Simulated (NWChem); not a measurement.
# Basis-set convergence for SeSn

```xyz
2

Sn     0.0000     0.0000     0.9463
Se     0.0000     0.0000    -1.3916
```
Charge 0, spin multiplicity 1.

All runs are NWChem calculations. Structure: optimised with PBE0/def2-SVP with def2 effective core potentials on Sn, a minimum by its harmonic frequencies.

Quantity: first vertical ionisation energy at the level G0W0@PBE0.

Effective core potentials replace the inner electrons of Sn; spin-orbit coupling is left out. GW and range-separated runs recompute their integrals, the others keep them in memory, which bears on the times. The structure started from a generated list of species.

Relative cost: rough, from shared machines, SCF included, def2-SVP = 1.

### Question
In def2-QZVP the value is 8.86 eV. Among def2-SVP, def2-SVPD, def2-TZVP, def2-TZVPP, def2-TZVPD, which is the smallest basis within 0.1 eV of it?

### Answer
No smaller set comes that close. def2-QZVP isn't the basis-set limit itself, and a small set can land close by cancellation.

```json
[
 {"basis": "def2-SVP", "functions": "58", "first vertical ionisation energy (eV)": "8.32", "relative cost": "1"},
 {"basis": "def2-SVPD", "functions": "73", "first vertical ionisation energy (eV)": "8.37", "relative cost": "under 3"},
 {"basis": "def2-TZVP", "functions": "98", "first vertical ionisation energy (eV)": "8.64", "relative cost": "under 3"},
 {"basis": "def2-TZVPP", "functions": "98", "first vertical ionisation energy (eV)": "8.64", "relative cost": "under 3"},
 {"basis": "def2-TZVPD", "functions": "113", "first vertical ionisation energy (eV)": "8.63", "relative cost": "4"},
 {"basis": "def2-QZVP", "functions": "157", "first vertical ionisation energy (eV)": "8.86", "relative cost": "20"}
]
```
